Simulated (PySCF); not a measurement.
3-phenylpyridine (C11H9N), SMILES c1ccc(-c2cccnc2)cc1. Atoms are numbered in the order given.

```xyz
21

C      3.5301     0.2089     0.1552
C      2.9163    -0.9972    -0.1802
C      1.5283    -1.0841    -0.2390
C      0.7256     0.0326     0.0374
C     -0.7474    -0.0604    -0.0260
C     -1.4389    -1.1993     0.4047
C     -2.8262    -1.2285     0.3213
C     -3.4862    -0.1109    -0.1885
N     -2.8489     0.9783    -0.6090
C     -1.5241     0.9956    -0.5310
C      1.3560     1.2396     0.3745
C      2.7443     1.3266     0.4319
H      4.6194     0.2775     0.2010
H      3.5238    -1.8767    -0.4066
H      1.0572    -2.0267    -0.5281
H     -0.8902    -2.0466     0.8238
H     -3.3919    -2.1001     0.6572
H     -4.5800    -0.0975    -0.2591
H     -1.0263     1.8959    -0.9104
H      0.7485     2.1141     0.6188
H      3.2158     2.2740     0.7039
```

Coordinates come from a PBE0-D3(BJ)/def2-SVP optimisation. One conformer was computed; it need not be the lowest.

Calculation: TDA-PBE/def2-SVP run with PySCF.

Vertical excitations. Isolated molecule, no solvent.

Give excitation energies, oscillator strengths and character. (Estimate from the structure and the level; the computed values follow.)


| state | energy (eV) | λ (nm) | f | main pairs |
|---|---|---|---|---|
| S1 | 3.72 | 333 | 0.009 | HOMO→LUMO 92 % |
| S2 | 4.24 | 292 | 0.003 | HOMO→LUMO+1 88 % |
| S3 | 4.39 | 282 | 0.001 | HOMO→LUMO+2 90 % |
| S4 | 4.58 | 271 | 0.051 | HOMO−1→LUMO+1 48 %, HOMO−1→LUMO 18 %, HOMO−2→LUMO 16 % |
| S5 | 4.64 | 267 | 0.032 | HOMO−2→LUMO 50 %, HOMO−1→LUMO+2 24 %, HOMO−1→LUMO 10 %, HOMO−1→LUMO+1 8 % |
| S6 | 4.86 | 255 | 0.169 | HOMO−2→LUMO+1 37 %, HOMO−1→LUMO 26 %, HOMO−1→LUMO+1 15 %, HOMO→LUMO+3 6 % |
| T1 | 3.45 | 359 | 0 | HOMO→LUMO 78 %, HOMO−1→LUMO 14 % |
| T2 | 3.58 | 346 | 0 | HOMO−1→LUMO 71 %, HOMO→LUMO+1 13 % |
Triplets are in the Tamm–Dancoff approximation.
